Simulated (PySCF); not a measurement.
## TlO, CCSD(T): how much the basis matters

PySCF, UHF reference; doublet, unpaired electrons π ↑; De to Tl + O without counterpoise correction. Frozen cores follow the default of each basis and core potential.

| basis | relativity | functions | Re (Å) | ωe (cm⁻¹) | De (eV) | frozen orbitals |
| --- | --- | --- | --- | --- | --- | --- |
| cc-pVDZ-PP/cc-pVDZ | scalar-relativistic core potentials | 37 | 2.199 | 473 | 2.50 | 5 |
| def2-SVPD | scalar-relativistic core potentials | 55 | 2.232 | 440 | 3.02 | 5 |
| x2c-TZVPPall | spin-free X2C | 114 | 2.184 | 458 | 2.98 | 35 |

Problem. How does each smaller set differ from the one with most functions, x2c-TZVPPall?

Solution. cc-pVDZ-PP/cc-pVDZ: +1.5 pm, +3.3 % in ωe, -0.48 eV in De; def2-SVPD: +4.8 pm, -3.9 % in ωe, +0.04 eV in De. All at CCSD(T); the set with most functions is neither the basis-set limit nor always the best. The rows treat relativity differently, so the differences are not basis effects alone.

Correlated steps freeze the inner cores (5 to 35 orbitals); shallow outer-core shells are correlated. Correlated levels converge slowly with the basis: in double zeta they bind strong bonds too weakly, by up to about 1 eV, and carry superposition errors of some tenths. These are scalar-relativistic numbers at best; spin–orbit coupling would shift them, the dissociation energy most. The state was picked by a PBE0 search and need not be the measured ground state.
